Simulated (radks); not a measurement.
Values are calculated unless marked as measured or tabulated.
Task: The table gives one normalised radial function P(r) = r R(r) (large component) of Ba45+ in [Ne] 3s1 (r in bohr). Level of theory: Dirac Kohn-Sham, exchange-only PBE, spin-unpolarised, spherical densities, finite nucleus; Fermi nuclear charge, rms radius 4.8378 fm (a radial shooting solver on a logarithmic mesh with Libxc functionals).

| r | P |
|---|---|
| 0.002131 | 0.3427 |
| 0.002645 | 0.4042 |
| 0.003283 | 0.4730 |
| 0.004107 | 0.5505 |
| 0.005097 | 0.6287 |
| 0.006326 | 0.7055 |
| 0.007851 | 0.7736 |
| 0.009744 | 0.8223 |
| 0.01209 | 0.8370 |
| 0.01501 | 0.7990 |
| 0.01863 | 0.6877 |
| 0.02312 | 0.4840 |
| 0.02869 | 0.1771 |
| 0.03561 | -0.2238 |
| 0.0442 | -0.6765 |
| 0.05529 | -1.1076 |
| 0.06862 | -1.3513 |
| 0.08517 | -1.2764 |
| 0.1057 | -0.7810 |
| 0.1312 | 0.1051 |
| 0.1628 | 1.1576 |
| 0.2021 | 1.9966 |
| 0.2508 | 2.2708 |
| 0.3113 | 1.9052 |
| 0.3863 | 1.1849 |
| 0.4794 | 0.5277 |
| 0.595 | 0.1586 |
| 0.7385 | 0.0297 |

Which n and l does it have? It may be an empty orbital.

Result: n = 3, l = 0: the number of nodes gives n - l - 1 = 2, the rise at small r points to l (this Dirac orbital starts outside the nucleus as r^gamma with gamma = sqrt((l + 1)^2 - (Z/c)^2) = 0.91; the j = 1/2 orbital of l + 1 starts with the same power, but with a smaller coefficient, and then steepens), and the extent must fit the shell. The curve is that of 3s1/2. 3s1/2: eigenvalue -3603.0 eV, 2 radial nodes at r = 0.0317, 0.128 bohr, <r> = 0.257 bohr, 90 % of the charge inside 0.374 bohr.
